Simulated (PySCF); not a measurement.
CH6OSi2, BH6NSi2, ClFSi (calculated)

Calculation on a computer-drawn molecule: the log of a Hartree-Fock and frozen-core CCSD(T) single point meant for a local Hartree-Fock minimum, with one planted fault or none, to be diagnosed. Offsets are logged minus clean, where the clean run is the same molecule without the fault. The reference is restricted for singlets and unrestricted otherwise, and also for a bond in bohr or an excited solution. Adding or removing an electron swaps singlet and doublet. The excited solution moves the top pair (singlet) or top alpha electron (doublet) to the lowest empty orbital. Highest occupied and lowest empty are orbital energies over both spins, largest force is the largest gradient component, triples share is (T) over the correlation energy, the T1 limit is 0.02 restricted and 0.045 unrestricted, electrons count all cores, a negative frequency is imaginary (commonest isotopes), and the dipole is about the centre of nuclear charge. Program: PySCF 2.14.0.

Common to all runs: meant charge 0; meant multiplicity 1; meant basis cc-pV(D+d)Z; logged SCF converged yes; logged CC converged yes; logged SCF stable within its kind yes; possible faults no fault, one electron removed, one electron added, multiplicity raised by two, geometry at a saddle point, SCF held on an excited solution, minimal basis STO-3G, one bond length entered in bohr, all coordinates scaled.

```yaml
- entry: 1
  formula: CH6OSi2
  logged_structure:
    atoms_angstrom:
      - [O, -1.3032, -0.1152, -1.5709]
      - [C, -0.7213, 0.9879, -2.0993]
      - [Si, 0.8999, 1.503, -1.8183]
      - [Si, 2.3817, 0.333, -0.4369]
      - [H, -2.1959, -0.19, -1.8697]
      - [H, -1.3571, 1.5807, -2.7543]
      - [H, 1.2777, 2.742, -2.5193]
      - [H, 3.5765, -0.1017, -1.1979]
      - [H, 1.6745, -0.8507, 0.0965]
      - [H, 2.8395, 1.1868, 0.6844]
  given:
    logged_electrons: 48
    logged_basis_functions: 104
    logged_spin_squared: 2.0311
    "logged_highest_occupied [eV]": -5.9295
    "logged_lowest_empty [eV]": 1.0924
    "logged_largest_force [hartree/bohr]": 0.095085
    logged_T1_diagnostic: 0.017711
    logged_D1_diagnostic: 0.090662
    logged_triples_share: 0.025546
    "logged_dipole_magnitude [debye]": 2.6351
    "logged_energy_HF [hartree]": -693.97343
    "logged_energy_CCSD(T) [hartree]": -694.53326
    drawn_bonds_atom: [1, 2, 3, 1, 2, 3, 4, 4, 4]
    drawn_bonds_other_atom: [2, 3, 4, 5, 6, 7, 8, 9, 10]
    drawn_bonds_order: [1, 2, 1, 1, 1, 1, 1, 1, 1]
  results:
    planted_fault: "multiplicity raised by two"
    "HF_energy_offset_from_clean_run [kcal/mol]": 29.32
    "CCSD(T)_energy_offset_from_clean_run [kcal/mol]": 53.12
- entry: 2
  formula: BH6NSi2
  logged_structure:
    atoms_angstrom:
      - [Si, -0.7505, 0.6979, -3.0979]
      - ["N", 0.0728, 1.1481, -1.9793]
      - [B, 0.8129, 1.5243, -0.9871]
      - [Si, 2.0648, 0.3182, -0.1628]
      - [H, -0.3614, 0.8065, -4.4133]
      - [H, -1.9909, 0.1239, -2.9392]
      - [H, 0.7256, 2.583, -0.5933]
      - [H, 3.3672, 0.8124, -0.2453]
      - [H, 1.7809, 0.1486, 1.1929]
      - [H, 2.0553, -0.9442, -0.7559]
  given:
    logged_electrons: 46
    logged_basis_functions: 104
    logged_spin_squared: 0.0
    "logged_highest_occupied [eV]": -9.1352
    "logged_lowest_empty [eV]": 1.783
    "logged_largest_force [hartree/bohr]": 0.076136
    logged_T1_diagnostic: 0.018037
    logged_D1_diagnostic: 0.060337
    logged_triples_share: 0.030702
    "logged_dipole_magnitude [debye]": 3.8357
    "logged_energy_HF [hartree]": -660.43657
    "logged_energy_CCSD(T) [hartree]": -660.94812
    drawn_bonds_atom: [1, 2, 3, 1, 1, 3, 4, 4, 4]
    drawn_bonds_other_atom: [2, 3, 4, 5, 6, 7, 8, 9, 10]
    drawn_bonds_order: [2, 1, 1, 1, 1, 1, 1, 1, 1]
  results:
    planted_fault: "all coordinates scaled, by -6.3 %"
    "HF_energy_offset_from_clean_run [kcal/mol]": 30.0
    "CCSD(T)_energy_offset_from_clean_run [kcal/mol]": 35.98
- entry: 3
  formula: ClFSi
  logged_structure:
    atoms_angstrom:
      - [F, 0.8754, 0.1656, -1.9078]
      - [Si, 1.8999, 1.2334, -1.9347]
      - [Cl, 1.1848, 2.4074, -0.6021]
  given:
    logged_electrons: 40
    logged_basis_functions: 60
    logged_spin_squared: 0.0
    "logged_highest_occupied [eV]": -9.9448
    "logged_lowest_empty [eV]": 1.3868
    "logged_largest_force [hartree/bohr]": 0.11658
    logged_T1_diagnostic: 0.012519
    logged_D1_diagnostic: 0.035289
    logged_triples_share: 0.021172
    "logged_dipole_magnitude [debye]": 0.36754
    "logged_energy_HF [hartree]": -847.93121
    "logged_energy_CCSD(T) [hartree]": -848.36337
    drawn_bonds_atom: [1, 2]
    drawn_bonds_other_atom: [2, 3]
    drawn_bonds_order: [1, 1]
  results:
    planted_fault: "all coordinates scaled, by -8.4 %"
    "HF_energy_offset_from_clean_run [kcal/mol]": 17.41
    "CCSD(T)_energy_offset_from_clean_run [kcal/mol]": 20.39
```
